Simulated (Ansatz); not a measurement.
Coupled-cluster diagnostics for BeMe(NH2) (CH5BeN), Ansatz.

Geometry of the singlet (r2SCAN-D4/def2-TZVP):

```xyz
8

Be   -0.064    0.253    0.119
C     0.322   -1.213   -0.620
H     0.902   -1.086   -1.539
H    -0.573   -1.787   -0.885
H     0.913   -1.856    0.041
N    -0.411    1.559    0.789
H    -1.206    2.137    0.567
H     0.117    1.994    1.528
```

Correlated methods freeze 2 core orbitals.

Task: Estimate the CCSD(T) correlation energy, the shares of MP2 and (T), T1 and the reference's ⟨S²⟩ for: charge 0, singlet, own geometry in def2-TZVPP; charge 0, singlet, own geometry in def2-TZVPD; charge 1, doublet, vertical in def2-TZVPP; charge -1, doublet, vertical in def2-TZVPD; and the rough time on 4 threads of AMD EPYC 9R45 on a shared host.

Result: 
```
                          state       basis  correlation (eV)  MP2 share (%)  (T) share (%)     T1  ⟨S²⟩ (pure)  wall time          remarks
charge 0, singlet, own geometry  def2-TZVPP           -14.140           91.0            3.2  0.009  0.00 (0.00)      2.9 s                –
charge 0, singlet, own geometry  def2-TZVPD           -13.901           90.6            3.2  0.009  0.00 (0.00)      2.6 s                –
    charge 1, doublet, vertical  def2-TZVPP           -12.619           88.9            2.8  0.009  0.76 (0.75)       11 s                –
   charge -1, doublet, vertical  def2-TZVPD           -14.278           90.3            3.5  0.030  0.75 (0.75)       13 s  HOMO above zero
```
Customary marks for T1 are 0.02 (closed shells), 0.045 (open shells) and about 0.05 (3d metals). T1 exceeds 0.02 in 1 of 4 rows and 0.045 in 0; the higher it lies, the less the single-reference result can be trusted.
